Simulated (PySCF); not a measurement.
Field gradients at the hydrogen positions

C₉H₁₁B.
Z-matrix (Å and degrees, PBE0-D3(BJ)/def2-SVP geometry), rows numbered from 1:
```
C 
C   1  1.3428
C   2  1.5024  1  120.71
C   2  1.4958  1  121.33  3   178.16
C   4  1.3839  2  118.97  1  -146.20
B   5  1.5250  4  130.79  2   177.37
C   6  1.5267  5  124.91  4     0.40
C   7  1.3720  6  127.60  5     1.66
C   8  1.4220  7  128.57  6    -0.06
C   9  1.3723  8  131.32  7    -1.89
H   1  1.0931  2  120.96  3     1.07
H   1  1.0926  2  122.24  3  -176.81
H   3  1.1012  2  111.28  1  -132.30
H   3  1.1019  2  111.56  1   108.48
H   3  1.0983  2  110.78  1   -11.20
H   5  1.0957  4  113.88  2    -0.76
H   6  1.2146  5  117.19  4  -178.98
H   7  1.0974  6  118.04  5  -178.82
H   8  1.0976  7  117.71  6   179.20
H   9  1.0952  8  114.31  7   177.84
H  10  1.0932  4  114.21  2     3.97
```

Level: PBE0/pcSseg-1 (PySCF, non-relativistic); Q(2H) = 0.00286 b; rigid geometry, the same for H and D, with no vibrational averaging.

**Question.** Rank these positions by the coupling χzz of a deuteron there, largest first.
A. H14 (methyl hydrogen)
B. H12 (vinylic hydrogen)
C. H15 (methyl hydrogen)
D. H17 (B–H hydrogen)

**Answer.** B (206 kHz), C (198 kHz), A (194 kHz), D (133 kHz).

**Question.** Tabulate Vzz, the asymmetry η and χzz = 234.96 MHz × Q × Vzz for every hydrogen position.

**Answer.** 
| atom | bonded to | bond length (Å) | Vzz (au) | η | χzz (kHz) |
| --- | --- | --- | --- | --- | --- |
| H11 | C1 | 1.093 | 0.3062 | 0.06 | 206 |
| H12 | C1 | 1.093 | 0.3060 | 0.06 | 206 |
| H13 | C3 | 1.101 | 0.2888 | 0.03 | 194 |
| H14 | C3 | 1.102 | 0.2888 | 0.03 | 194 |
| H15 | C3 | 1.098 | 0.2947 | 0.04 | 198 |
| H16 | C5 | 1.096 | 0.2983 | 0.05 | 200 |
| H17 | B6 | 1.215 | 0.1972 | 0.04 | 133 |
| H18 | C7 | 1.097 | 0.2974 | 0.02 | 200 |
| H19 | C8 | 1.098 | 0.2913 | 0.06 | 196 |
| H20 | C9 | 1.095 | 0.2949 | 0.08 | 198 |
| H21 | C10 | 1.093 | 0.2950 | 0.08 | 198 |

**Question.** Average by the element that carries the hydrogen.

**Answer.** on C: 199 kHz over 10 positions, mean bond length 1.097 Å; on B: 133 kHz over 1 position, mean bond length 1.215 Å.

**Question.** How does χzz go with the bond length over the 10 C–H bonds?

**Answer.** A straight-line fit has a slope of -10.4 kHz for each 0.01 Å, with a correlation coefficient of -0.83, over lengths from 1.093 to 1.102 Å. The longer bonds have the smaller couplings here.

**Question.** A static deuteron (I = 1) shows a doublet split by (3/2)χ, (3/4)χ(1 + η) and (3/4)χ(1 − η) with the field along z, y and x of the gradient. What are these for H13?

**Answer.** With |χ| = 194.1 kHz and η = 0.029: 291, 150 and 141 kHz, to first order and without motion.

The structure is a single PBE0-D3(BJ)/def2-SVP conformer in the gas phase; no vibrational or solvent corrections. A larger basis could move these couplings by a tenth or more.
